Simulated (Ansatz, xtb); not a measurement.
# C5H8B2S: which of two structures lies lower

We compare I, a singlet given by its coordinates, with II, `BCBc1cccs1`, a singlet. Both are isolated molecules in the gas phase, relaxed with PBE0-D3(BJ)/def2-SVP; the shapes shown needn't be the lowest conformers.

I (Å):

```xyz
16

C    -0.8200   -0.5945   -1.9467
C     0.0913    0.5784   -1.9547
C    -0.2597    1.9208   -1.8020
C     0.8457    2.8005   -1.8308
C     2.0316    2.1280   -2.0046
B    -0.6772   -0.1455   -0.4038
B    -0.2972   -2.0008   -1.7525
S     1.8240    0.4393   -2.1350
H    -1.5893    0.4778    0.0794
H     0.2205   -0.5513    0.2922
H    -1.8128   -0.3887   -2.3551
H     0.8790   -2.2016   -1.5476
H    -1.0683   -2.9314   -1.7503
H    -1.2968    2.2374   -1.6861
H     0.7739    3.8826   -1.7211
H     3.0323    2.5582   -2.0518
```

Close contacts (Å): C1–C2 1.49, C1–B6 1.61, C1–B7 1.51, C2–C3 1.40, C2–B6 1.88, C2–S8 1.75, C3–C4 1.41, C4–C5 1.37, C5–S8 1.71, C1–H11 1.09, C3–H14 1.09, C4–H15 1.09, C5–H16 1.09, B6–H9 1.21, B6–H10 1.21, B7–H12 1.21, B7–H13 1.21.

II (Å):

```xyz
16

C    -0.2882   -1.9792   -0.5560
C     0.8818    0.2840   -1.5457
C     1.8833    1.0504   -2.1297
C     1.5699    2.4228   -2.2344
C     0.3190    2.7040   -1.7270
B     0.1966   -2.1451    0.9093
B     0.8936   -1.2190   -1.2630
S    -0.4586    1.3094   -1.1335
H     1.0491   -2.9589    1.1869
H    -0.2300   -1.4343    1.7914
H    -0.3282   -2.9762   -1.0297
H    -1.2439   -1.4410   -0.6380
H     1.8961   -1.8241   -1.5757
H     2.8223    0.6074   -2.4671
H     2.2285    3.1799   -2.6621
H    -0.1728    3.6759   -1.6800
```

Q: Estimate E(II) − E(I) at the level CCSD(T)/def2-SVP + ΔMP2/def2-TZVPP.

A: Calculated at CCSD(T)/def2-SVP + ΔMP2/def2-TZVPP: E(II) − E(I) = −16.4 kcal/mol, so structure II lies lower.

How the difference moves with the method:

```csv
level,geometry,E(II) − E(I) (kcal/mol),departure from the last row (kcal/mol),"job, with rough time for the two"
GFN2-xTB,GFN2-xTB,−1.4,+15.0,"optimisation, 0.45 s"
HF/STO-3G,GFN2-xTB,−24.1,−7.8,"single point, 0.38 s"
r2SCAN-D4/def2-SVP,GFN2-xTB,−17.4,−1.0,"single point, 3.8 s"
PBE0-D3(BJ)/def2-SVP,PBE0-D3(BJ)/def2-SVP,−14.5,+1.9,"optimisation, 63 s"
HF/def2-SVP,PBE0-D3(BJ)/def2-SVP,−27.0,−10.7,part of the CCSD(T) run
MP2/def2-SVP,PBE0-D3(BJ)/def2-SVP,−13.9,+2.4,part of the CCSD(T) run
CCSD(T)/def2-SVP,PBE0-D3(BJ)/def2-SVP,−16.0,+0.4,single point
CCSD(T)/def2-SVP + ΔMP2/def2-TZVPP,PBE0-D3(BJ)/def2-SVP,−16.4,,"single point, 80 s"
```

The levels shown agree on the order. The largest departure from CCSD(T)/def2-SVP + ΔMP2/def2-TZVPP is that of GFN2-xTB, 15.0 kcal/mol. The last row adds to CCSD(T) the change of the MP2 difference between the two basis sets, here −0.4 kcal/mol.

With thermal terms from frequencies at re-optimised GFN2-xTB minima (ideal gas, soft modes damped towards free rotors, one conformer each, 298.15 K, 1 atm): the zero-point term adds +0.6 kcal/mol; ΔH is −15.4 and ΔG −16.7 kcal/mol.

The correlated steps freeze 12 core orbitals. Run with Ansatz 0.2.0, xtb 6.7.1; the last row on 4 threads of Arm Neoverse V2 on a shared host.
